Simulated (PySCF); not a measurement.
## Orbital picture of CdTe⁺

r²SCAN at R = 2.651 Å; basis Cd def2-TZVPPD with ECP28, Te def2-TZVPPD with ECP28; scalar-relativistic core potentials; PySCF 2.14. State: ²Π (doublet), unpaired electrons π ↑. Only the outer orbitals are listed, counted within each symmetry, core potentials removing the inner ones.

| spin | orbital | occ. | ε (eV) | on Cd (%) | main shells (%) |
| --- | --- | --- | --- | --- | --- |
| α | 4π | 1 | -19.94 | 99 | 99 Cd d |
| α | 4π | 1 | -19.88 | 100 | 100 Cd d |
| α | 2δ | 1 | -19.79 | 98 | 98 Cd d |
| α | 2δ | 1 | -19.78 | 100 | 100 Cd d |
| α | 7σ | 1 | -19.72 | 85 | 85 Cd d, 14 Te s |
| α | 8σ | 1 | -13.60 | 50 | 47 Cd s, 46 Te p |
| α | 5π | 1 | -12.23 | 3 | 96 Te p |
| α | 5π | 1 | -11.08 | 5 | 95 Te p |
| α | 9σ | 0 | -10.10 | 66 | 49 Cd s, 34 Te p, 17 Cd p |
| α | 6π | 0 | -6.27 | 91 | 91 Cd p |
| α | 6π | 0 | -6.09 | 91 | 91 Cd p |
| β | 4π | 1 | -19.93 | 100 | 100 Cd d |
| β | 4π | 1 | -19.90 | 100 | 100 Cd d |
| β | 2δ | 1 | -19.79 | 100 | 100 Cd d |
| β | 2δ | 1 | -19.79 | 100 | 100 Cd d |
| β | 7σ | 1 | -19.46 | 64 | 62 Cd d, 36 Te s |
| β | 8σ | 1 | -13.41 | 58 | 56 Cd s, 38 Te p |
| β | 5π | 1 | -10.77 | 6 | 94 Te p |
| β | 5π | 0 | -10.03 | 8 | 92 Te p |
| β | 9σ | 0 | -9.95 | 61 | 39 Te p, 39 Cd s, 21 Cd p |
| β | 6π | 0 | -6.15 | 91 | 91 Cd p |

Problem. Which are the highest filled and the lowest empty level, where do they sit, and how wide is the gap?

Solution. Highest filled β 5π at -10.77 eV (in %: 94 Te p); lowest empty α 9σ at -10.10 eV (in %: 49 Cd s, 34 Te p, 17 Cd p); the gap at r²SCAN is 0.67 eV.

```
bond order (Mayer)                                                                                                 : 1.28
⟨S²⟩                                                                                                               : 0.761
charge on Cd (Mulliken, basis-dependent)                                                                           : 0.74
charge on Cd (Löwdin, basis-dependent)                                                                             : 0.90
dipole moment (positive dipole points towards Te; it is taken about the centre of mass and depends on that origin) : -4.23 D
```

Spin–orbit coupling is left out. The state is the lowest determinant that a PBE0 search found; another state may lie lower at other levels.
